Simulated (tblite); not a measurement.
Compound: C₄H₈NSSi (doublet state).
Atom-mapped SMILES: `[CH3:1][S:2][Si:3]([NH2:4])[CH:5]1[CH:6]=[CH:7]1` (hydrogens: H8, H9, H10 on C1; H11, H12 on N4; H13 on C5; H14 on C6; H15 on C7)

Structure used (GFN2-xTB), in Å, numbered top down from 1:
```xyz
15
C4H8NSSi angstrom
C      2.721   -0.457   -0.119
S      1.302    0.611   -0.497
Si    -0.205   -0.398    0.711
N     -0.220   -2.021    0.118
C     -1.779    0.624    0.435
C     -1.832    1.599   -0.721
C     -1.744    2.129    0.457
H      2.431   -1.497   -0.223
H      3.062   -0.259    0.893
H      3.503   -0.209   -0.829
H     -0.784   -2.717    0.577
H     -0.196   -2.187   -0.880
H     -2.711    0.143    0.738
H     -1.868    1.674   -1.778
H     -1.685    2.975    1.094
```

The geometry is computed with GFN2-xTB (gas phase). This method treats the open shell by occupation alone, without spin polarisation.

Take the most abundant isotopes and a rigid rotor. The values belong to one conformer with, in the numbering `[CH3:1][S:2][Si:3]([NH2:4])[CH:5]1[CH:6]=[CH:7]1`, C1–S2–Si3–N4 -58°, S2–Si3–N4–H 174° and -44°, S2–Si3–C5–C6 15°.

Task: What are A, B and C (MHz)?

Result: Ia = 180.95, Ib = 378.92, Ic = 500.45 u·Å²; 505379 MHz·u·Å²/I gives A = 2793, B = 1334, C = 1010 MHz.

Task: Classify the top.

Result: An asymmetric top: κ = (2 × 1334 − 2793 − 1010)/(2793 − 1010) = -0.64.

Task: Is it planar, by Δ = Ic − Ia − Ib?

Result: Not planar: Δ = Ic − Ia − Ib = -59.42 u·Å². For a rigid frame Δ = −2 Σ m c², so Σ m c² = 29.71 u·Å² lies off the ab plane: 8.84 from hydrogen and 20.87 from heavier atoms. The atom farthest from that plane is 1.78 Å away.

Task: Give the other two planar moments, Paa and Pbb, and the rms extents of the mass along the axes.

Result: Paa = Σ m a² = (Ib + Ic − Ia)/2 = 349.21 and Pbb = Σ m b² = (Ia + Ic − Ib)/2 = 151.24 u·Å². With the mass M = 130.01 u, the rms extents √(P/M) along a, b and c are 1.64, 1.08, 0.48 Å.

Task: List the rotational levels J(Ka,Kc) to J = 3 (K).

Result: Above 0(0,0), as E/k:
J = 1: 1(0,1) 0.112, 1(1,1) 0.183, 1(1,0) 0.198
J = 2: 2(0,2) 0.335, 2(1,2) 0.392, 2(1,1) 0.439, 2(2,1) 0.649, 2(2,0) 0.651
J = 3: 3(0,3) 0.664, 3(1,3) 0.705, 3(1,2) 0.798, 3(2,2) 0.986, 3(2,1) 0.997, 3(3,1) 1.376, 3(3,0) 1.377
The levels of one J sum to (2J + 1)J(J + 1)(A + B + C)/3.

For this open shell read J as N, the rotation without spin; fine and hyperfine splittings come on top. Its GFN2-xTB frequencies are all real (lowest 34 cm⁻¹). These are rigid-rotor constants of the computed structure; measured ground-state constants (B0) also hold zero-point vibration.
